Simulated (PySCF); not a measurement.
## SiCl₄, singlet: data card

Level of theory: PySCF, PBE0, basis Si def2-TZVP, Cl def2-TZVP (no relativity, density fitting).

The structure is a saddle point with 1 imaginary mode.

Coordinates in bohr (charge 0 multiplicity 1):
```
Si    0.0000    0.0000    0.0000
Cl    3.9371    0.0000    0.0000
Cl    0.0000    3.9371    0.0000
Cl   -3.9371    0.0000    0.0000
Cl    0.0000   -3.9371    0.0000
```

- Point group: D4h
- Bond lengths: Si–Cl 2.083 Å (×4)
- Bond angles: Cl–Si–Cl 90.0° (×4), Cl–Si–Cl 180.0° (×2)
- Atomisation energy without zero-point energy: 1344 kJ/mol
- Zero-point energy (real modes): 18.1 kJ/mol
- Lowest empty level: -3.03 eV
- Principal polarisabilities: 46.3, 83.1, 83.1 bohr³
- Dipole moment: 0.00 D
- Rotational constants: 0.05553, 0.05553, 0.02776 cm⁻¹
- Principal quadrupole moments (Buckingham, traceless) about the centre of mass: -2.55, -2.55, 5.09 D Å
- Highest occupied level: -8.34 eV

Harmonic modes (masses in u: Si 27.977, Cl 34.969):
| symmetry | ω (cm⁻¹) | IR (km/mol, summed over degenerate members) | μ (u) |
| --- | --- | --- | --- |
| b2u | 128i | – | 34.97 |
| eu | 270 | 18.6 | 34.04 |
| b2g | 280 | 0.0 | 34.97 |
| b1g | 303 | 0.0 | 34.97 |
| a2u | 311 | 13.9 | 28.94 |
| a1g | 398 | 0.0 | 34.97 |
| eu | 601 | 600 | 29.61 |

In D4h the vibrations span b2u + 2eu + b2g + b1g + a2u + a1g. The a1g, b1g, b2g, b2u modes carry no infrared intensity, as symmetry demands. With a centre of inversion only u modes can be infrared active and only g modes Raman active.

Charges (e):
| atom | Mulliken | Löwdin | polar tensor | Mayer order to Si1 |
| --- | --- | --- | --- | --- |
| Si1 | 0.55 | -0.91 | 1.97 | – |
| Cl2,3,4,5 | -0.14 | 0.23 | -0.49 | 1.22 |

Mulliken populations on Si1: s 4.94, p 7.72, d 0.66, f 0.13.

This need not be the most stable arrangement of these atoms. At this level a singlet minimum of Td symmetry lies 259 kJ/mol below this structure.

The final relaxation and frequency run took 44 s on 4 threads of a shared Arm Neoverse V2 host, with 185 basis functions and 7 gradients; the process peaked at 2.1 GiB.
